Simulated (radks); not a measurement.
Q: Calculated with a radial shooting solver on a logarithmic mesh with Libxc functionals: scalar-relativistic Kohn-Sham, LDA (Slater exchange, Perdew-Wang correlation), spin-polarised, spherical densities, finite nucleus; open shells are filled with parallel spins first (spin-orbit coupling, left out, can overturn this in heavy ions); Fermi nuclear charge, rms radius of each element as measured or else 0.836 A^(1/3) + 0.57 fm. Response by self-consistent Sternheimer equations with the Hartree and adiabatic LDA kernel, the relativistic mass of each level held fixed and spin-orbit coupling left out. For heavy and open-shell atoms this level of theory can miss by tens of per cent. Rank Ba2+, La3+, Xe, Pm7+, Nd6+, Pr5+, Cs+, Sm8+, Ce4+ (NIST ground configurations) by static dipole polarisability, largest first.

A: Xe 28.73, Cs+ 16.22, Ba2+ 10.71, La3+ 7.685, Ce4+ 5.808, Pr5+ 4.551, Nd6+ 3.670, Pm7+ 2.952, Sm8+ 2.398 bohr^3.
